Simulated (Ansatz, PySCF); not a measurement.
Ansatz (an electronic-structure program) was given this input:
Ansatz 0.2 input:
```yaml
crystal:
  periodic: [false, false, false]
  atoms:
    - {symbol: C, position_ang: [-0.00000000, -0.00000000, -0.47996454]}
    - {symbol: C, position_ang: [0.00000000, 0.00000000, 0.74605881]}
    - {symbol: H, position_ang: [-0.00000000, -0.00000000, -1.59656562]}
basis:
  gaussian:
    orbitals: cc-pVTZ
total_charge: -1
magnetization: {spin_polarized: false}
correlation: {method: mp2, electrons: outside_noble_gas}
accuracy: high
```

### Question
Give the equivalent PySCF input.

### Answer
Several could match; the one computed here: 
```python
from pyscf import gto, scf, mp

mol = gto.Mole()
mol.atom = '''
    C    -0.000000   -0.000000   -0.479965
    C     0.000000    0.000000    0.746059
    H    -0.000000   -0.000000   -1.596566
'''
mol.basis = 'cc-pvtz'
mol.charge = -1
mol.spin = 0
mol.verbose = 4
mol.build()

mf = scf.RHF(mol)
mf.kernel()

pt = mp.MP2(mf, frozen=2)
pt.kernel()
print('E(MP2) = %.10f' % pt.e_tot)
```

Both were run: Ansatz gave -76.533974 Eh and PySCF -76.533974 Eh, 0.000 mEh apart.
